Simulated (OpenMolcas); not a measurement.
**Ca I: effect of the IPEA shift**

```yaml
Program: OpenMolcas
Basis: ANO-RCC-VDZP [5s4p1d]
Scalar_Hamiltonian: DKH2, point nucleus
Active_space: 2 electrons in 4 orbitals (4s 4p)
State_averaging: 2S+1 = 3 even, 3 roots; 2S+1 = 1 even, 6 roots; 2S+1 = 3 odd, 3 roots; 2S+1 = 1 odd, 3 roots
Spin-orbit_coupling: state interaction with AMFI integrals over the reference wave functions, term energies averaged over their components
```

Methods on the same reference wave functions:
A. CASSCF
B. SS-CASPT2, IPEA 0.25 Eh, imaginary shift 0.1 Eh (closed shells correlated: 3s 3p)
C. SS-CASPT2, IPEA 0.5 Eh, imaginary shift 0.1 Eh (closed shells correlated: 3s 3p)

Energies in cm-1 above 4s2 1S0, the measured ground level; measured values from NIST Handbook of Basic Atomic Spectroscopic Data.

```tsv
Level	A	B	C	Measured
4s2 1S0	0.0	0.0	0.0	0.0
4s 4p 3P* 0	14232	15538	15553	15158
4s 4p 3P* 1	14272	15578	15592	15210
4s 4p 3P* 2	14351	15657	15672	15316
4s 4p 1P* 1	33422	33042	33160	23652
4p2 3P0	39419	41550	41537	38418
4p2 3P1	39456	41587	41574	38465
4p2 3P2	39529	41660	41648	38552
```

Deviations, from unrounded energies. A percentage is the sum of absolute deviations over the sum of measured energies, with the sign that they share, or ± where signs differ.

```tsv
Against measurement	Levels	A	B	C
mean absolute deviation (cm-1)	7	2200	2800	2900
other configurations (%)	7	±8.4	+10.7	+10.8
```

A lies closest to measurement on these levels and C furthest from it. The largest miss of A in the table is 4s 4p 1P* 1, by +9800 cm-1. The ranking rests on the paired levels alone, and a cruder setting can come out closer through cancelling errors.

Between B and C the level of the table that moves most is 4s 4p 1P* 1, by 120 cm-1 (lowest in B, highest in C).

The lowest spin-free term lies below A's lowest term by 0.170 hartree in B, 0.170 hartree in C.

The ¹D term of p² mixes with s d, which this space lacks. Without dynamic correlation excited terms often stand tens of per cent too high (terms of higher spin than the ground term too low), and those without a measured partner can miss by more than the paired ones (holds for A). Measured partners are found by configuration, term and J. A level has none where our copy of the source lacks it or the pairing is in doubt (some pairs that miss far off the trend of their configuration count as doubtful), and it then counts in no deviation. Levels of configurations outside the active space are missing. Levels that lie high or do not pair safely by name in every column are left out.

* marks odd parity.
